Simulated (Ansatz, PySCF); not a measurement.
This PySCF input computes a r2SCAN/def2-TZVPD energy:

```python
from pyscf import gto, scf, dft

mol = gto.M(
    atom='''
    C     1.96912325   -0.03377675   -0.12648979
    C     0.81105554   -0.26550758    0.08309716
    C    -0.55304095   -0.56051566    0.35014958
    O    -1.41501233    0.60208093   -0.31443698
    H     3.00127502    0.16506653   -0.31263349
    H    -0.82389562   -0.53569568    1.40381369
    H    -0.94333264   -1.43526246   -0.16407876
    H    -0.95157021    1.46230547   -0.28268748
    H    -2.32520489    0.68573853    0.03054012
    ''',
    basis='def2-tzvpd',
    charge=1,
    spin=0,
    verbose=4,
)

mf = dft.RKS(mol, xc='r2scan').density_fit(auxbasis='def2-universal-jkfit')
mf.grids.level = 4
mf.conv_tol = 1e-9
mf.max_cycle = 100
mf.max_memory = 1500
mf.kernel()
if not mf.converged:
    mf = mf.newton()
    mf.kernel(mf.make_rdm1())
mf.analyze()
```

Problem. Write an input for the same energy in Ansatz (an electronic-structure program) and say what it gives.

Solution. 
Ansatz 0.2 input:
```yaml
crystal:
  periodic: [false, false, false]
  atoms:
    - {symbol: C, position_ang: [1.96912325, -0.03377675, -0.12648979]}
    - {symbol: C, position_ang: [0.81105554, -0.26550758, 0.08309716]}
    - {symbol: C, position_ang: [-0.55304095, -0.56051566, 0.35014958]}
    - {symbol: O, position_ang: [-1.41501233, 0.60208093, -0.31443698]}
    - {symbol: H, position_ang: [3.00127502, 0.16506653, -0.31263349]}
    - {symbol: H, position_ang: [-0.82389562, -0.53569568, 1.40381369]}
    - {symbol: H, position_ang: [-0.94333264, -1.43526246, -0.16407876]}
    - {symbol: H, position_ang: [-0.95157021, 1.46230547, -0.28268748]}
    - {symbol: H, position_ang: [-2.32520489, 0.68573853, 0.03054012]}
basis:
  gaussian:
    orbitals: def2-TZVPD
hamiltonian:
  xc: {name: r2SCAN}
total_charge: 1
output: {forces: true}
```
It gives -192.12646 Eh, and PySCF -192.12654 Eh, a difference of 0.08 mEh, from the treatment of integrals and grids.

It need not be the lowest isomer of its formula.
